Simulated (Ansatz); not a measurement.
C4H3F3 can be A, `F/C=C\C=C(F)F`, or B, `FC1=C(F)C(F)C1`.

Calculated with Ansatz (gas phase, PBE0-D4/def2-TZVP geometries, no zero-point term in ΔE). CCSD(T)/CBS is the MP2 limit (def2-TZVPP, def2-QZVPP) plus CCSD(T) − MP2 in def2-TZVPP, frozen cores. Functionals use def2-TZVPP. B3LYP here is the variant with VWN-RPA as its local correlation; programs differ in this. Each species was taken in one conformer, which may not be the lowest.

A:

Z-matrix (Å, degrees):
```
C
C 1 1.327
F 1 1.338 2 122.0
H 1 1.082 2 125.3 3 180.0
C 2 1.442 1 124.3 3 -0.0
H 2 1.083 1 116.6 3 180.0
C 5 1.325 2 123.1 1 180.0
H 5 1.081 2 120.0 1 -0.0
F 7 1.314 5 125.2 2 -0.0
F 7 1.311 5 124.7 2 -180.0
```

B:

Z-matrix (Å, degrees):
```
C
F 1 1.374
C 1 1.558 2 114.3
C 1 1.490 2 116.0 3 98.6
H 1 1.093 2 107.8 3 -128.9
C 3 1.497 1 84.5 2 118.9
H 3 1.092 1 115.3 2 -124.6
H 3 1.091 1 112.1 2 3.1
F 4 1.315 1 130.9 2 65.5
F 6 1.313 3 129.8 1 174.5
```

Problem. Which is lower in electronic energy at CCSD(T)/CBS, and by how much? (Estimate.)

Solution. Computed: A, by 12.4 kcal/mol.

Problem. Give E(B) − E(A) in kcal/mol with PBE0-D4, B3LYP-D4, LDA (SPW92), CCSD(T)/def2-TZVPP, MP2/def2-TZVPP, BLYP-D4, B2PLYP. (Estimate.)

Solution. Ansatz gave: PBE0-D4 10.9, B3LYP-D4 16.7, LDA (SPW92) 10.8, CCSD(T)/def2-TZVPP 12.9, MP2/def2-TZVPP 11.6, BLYP-D4 18.8, B2PLYP 15.4. None reverses the order clearly.

Problem. Does the order hold for the free energy at 298.15 K (harmonic terms from PBE0-D4)? (Estimate.)

Solution. Computed: Yes: G(B) − G(A) = +14.1 kcal/mol, for one conformer each.

Largest T1 diagnostic: 0.013.

In def2-TZVPP, CCSD(T) changes the Hartree–Fock value by −2.9 kcal/mol (the triples alone add +0.3 kcal/mol) and MP2 by −4.2 kcal/mol. At CCSD(T), def2-SVP lies +3.5 kcal/mol from the extrapolated value and def2-TZVPP +0.5 kcal/mol.
